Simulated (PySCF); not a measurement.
# Steps of a relaxation of [Ce(NO2)]3+

[Ce(NO2)]3+ (singlet; a saddle point, relaxed within its symmetry). PySCF 2.14.0, RKS PBE0, Ce lcecp-2-SVP with ECP46, O def2-SVP, N def2-SVP; non-relativistic Hamiltonian with scalar-relativistic core potentials where named; density fitting; no spin-orbit coupling. Origin of the start: template. Columns: position (Å) and force (eV/Å). Energies are counted from the last step; some of the 7 steps are shown. Forces carry noise of the integration grid, about 0.01 to 0.03 eV/Å.

Run from Python with OMP_NUM_THREADS=2. Where DIIS fails, smearing, a level shift and second-order steps follow.
It took 32 s on 2 threads of AMD EPYC (Zen 3) (shared host), from the converged density of the start.

```xyz
4
step 0  E = 0.487 eV
Ce    0.0000    0.0000   -0.5868     0.00    0.00    2.40
O     1.0600    0.0000    1.5748    -2.49    0.00   -0.94
O    -1.0600    0.0000    1.5748     2.49    0.00   -0.94
N     0.0000    0.0000    2.2648     0.00    0.00   -0.52
```

```xyz
4
step 2  E = 0.114 eV
Ce    0.0000    0.0000   -0.4977     0.00    0.00    1.46
O     1.0013    0.0000    1.5273     0.96    0.00   -0.91
O    -1.0013    0.0000    1.5273    -0.96    0.00   -0.91
N     0.0000    0.0000    2.2707     0.00    0.00    0.35
```

```xyz
4
step 4  E = 0.004 eV
Ce    0.0000    0.0000   -0.4302     0.00    0.00    0.35
O     1.0220    0.0000    1.4992    -0.07    0.00   -0.20
O    -1.0220    0.0000    1.4992     0.07    0.00   -0.20
N     0.0000    0.0000    2.2595     0.00    0.00    0.06
```

Task: Where does the relaxation end?

Result: It converges at step 6 in C2v:
```xyz
4
step 6  E = 0
Ce    0.0000    0.0000   -0.4163
O     1.0220    0.0000    1.4927
O    -1.0220    0.0000    1.4927
N     0.0000    0.0000    2.2587
```

Task: How did the contacts change?

Result: 
| contact | start (Å) | end (Å) |
| --- | --- | --- |
| Ce1–O2 (NO2) | 2.408 | 2.165 |
